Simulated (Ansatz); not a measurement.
BrH₃InNO, SMILES `[NH2][In]([OH])[Br]`. Charge 0, multiplicity 1. In takes the def2 core potential.

```xyz
7

N     0.3008   -1.2273    1.0525
In    0.1131    0.2290   -0.3095
O    -1.0797    1.7715   -0.0196
Br    1.5349    0.3056   -2.3214
H     0.6465   -2.1067    0.6951
H    -0.5163   -1.3960    1.6231
H    -0.9993    2.4238   -0.7203
```

Problem. List the harmonic frequencies (cm⁻¹, unscaled) at PBE0-D4/def2-TZVP in Ansatz. (An estimate is asked.)

Solution. Ansatz gave: 88, 112, 127, 247, 263, 313, 452, 605, 638, 801, 843, 1551, 3561, 3665, 3887.

Problem. Is this a minimum?

Solution. Yes, all 15 modes are real.

Problem. Give the ideal-gas thermochemistry at 298.15 K and 1 bar (rigid rotor, harmonic oscillator; point group C1, symmetry number 1).

Solution. Zero-point energy 102.6 kJ/mol; H(298) − E = 123.6 kJ/mol; entropy 365.0 J/(mol·K), of which translation 176.6, rotation 118.7, vibration 69.8; G(298) − E = 14.8 kJ/mol. Modes under 100 cm⁻¹ are hindered rotations or soft bends, so the harmonic entropy is rough.
